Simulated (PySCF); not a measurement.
# Spinor energies of Gd (gadolinium, neutral)

Start: [Xe] 4f7 5d1 6s2; 4f5/2 filled at m_j = -5/2, -3/2, -1/2, +1/2, +3/2, +5/2; 4f7/2 filled at m_j = +7/2; 5d3/2 filled at m_j = -3/2. Calculated with PySCF 2.14 in x2c-SVPall-2c: generalised Hartree-Fock with the X2C-1e Hamiltonian and a Gaussian nucleus; one run each with spin-orbit coupling (SO) switched off, then screened by Boettger's factors.

```tsv
spinor shell	electrons	ε, spin-free (eV)	ε, screened SO (eV)	weight of nominal j (screened SO)	rms radius, screened SO (bohr)
1s1/2	2	-50494.1	-50484.5	1.000	0.0249
2s1/2	2	-8458.1	-8455.0	1.000	0.101
2p1/2	2	-7522.1	-8012.5	1.000	0.0864
2p3/2	4	-7522.1	-7311.6	1.000	0.0928
3s1/2	2	-1925.6	-1924.5	1.000	0.260
3p1/2	2	-1629.6	-1732.0	1.000	0.252
3p3/2	4	-1629.6	-1584.8	1.000	0.265
3d3/2	4	-1237.4	-1256.0	0.994	0.237
3d5/2	6	-1237.4	-1223.7	0.996	0.241
4s1/2	2	-410.92	-410.44	1.000	0.588
4p1/2	2	-310.65	-334.86	0.966	0.605
4p3/2	4	-310.65	-299.67	0.983	0.633
4d3/2	4	-168.62	-174.52	0.725	0.684
4d5/2	6	-168.62	-164.10	0.817	0.690
5s1/2	2	-60.696	-60.435	1.000	1.44
5p1/2	2	-33.647	-37.903	0.871	1.62
5p3/2	4	-33.647	-31.434	0.935	1.72
4f5/2	6	-22.861	-22.631	0.554	0.926
4f7/2	1	-22.861	-21.979	1.000	0.923
5d3/2	1	-6.568	-6.593	0.925	2.93
6s1/2	2	-5.462	-5.466	0.926	4.49
```

```json
{"quantity": "E (hartree)", "spin-free": "-11263.21130", "screened SO": "-11270.49589"}
{"quantity": "M_J", "spin-free": "2", "screened SO": "2"}
{"quantity": "⟨J²⟩", "spin-free": "10.676", "screened SO": "9.462"}
{"quantity": "⟨L²⟩", "spin-free": "6.508", "screened SO": "6.754"}
{"quantity": "⟨S²⟩", "spin-free": "20.168", "screened SO": "20.382"}
```

The determinant has a definite M_J but mixes levels of different J.

Each row is a mean over spinors that exchange with the open shell spreads, by up to 19.446 eV (4d5/2).

Rows whose weight is well below 1 are mixtures of j = l ± 1/2: exchange outweighs spin-orbit coupling there, and the label is only the starting occupation.

Breit and QED terms are absent; they matter most for the inner s and p1/2 levels.

Densities and radii are taken from the X2C orbitals without a picture-change correction, which distorts them close to the nucleus.

Without spin-orbit coupling the j labels of p, d and f shells carry no meaning; the spin-free column gives the mean over the occupied spinors of each nl shell, and its ⟨J²⟩ belongs to a mixture of degenerate components.
